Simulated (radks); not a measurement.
Q: Valence configurations of Bi+. All-electron calculation, Dirac Kohn-Sham, LDA (Slater exchange, Perdew-Wang correlation), spin-unpolarised, spherical densities, point nucleus; open shells are shared between the two j in proportion to 2j + 1. Program: a radial shooting solver on a logarithmic mesh with Libxc functionals. Order these by energy: [Xe] 4f14 5d10 6p4; [Xe] 4f12 5d10 6s2 6p4; [Xe] 4f14 5d10 6s1 6p3; [Xe] 4f14 5d9.5 6s2 6p2.5; [Xe] 4f13 5d10 6s2 6p3; [Hg] 6p2; [Xe] 4f14 5d10 6s1.5 6p2.5; [Xe] 4f13 5d10 6p5; [Xe] 4f14 5d9 6s2 6p3.

A: From the lowest, in eV above it: [Hg] 6p2 0.000; [Xe] 4f14 5d10 6s1.5 6p2.5 5.293; [Xe] 4f14 5d10 6s1 6p3 10.661; [Xe] 4f14 5d9.5 6s2 6p2.5 12.095; [Xe] 4f14 5d10 6p4 21.619; [Xe] 4f14 5d9 6s2 6p3 25.017; [Xe] 4f13 5d10 6s2 6p3 157.99; [Xe] 4f13 5d10 6p5 181.59; [Xe] 4f12 5d10 6s2 6p4 335.17. NIST lists [Hg] 6p2 as the ground configuration; this level of theory agrees among the configurations tried. The energies are those of spherical spin-averaged densities, not of single terms.
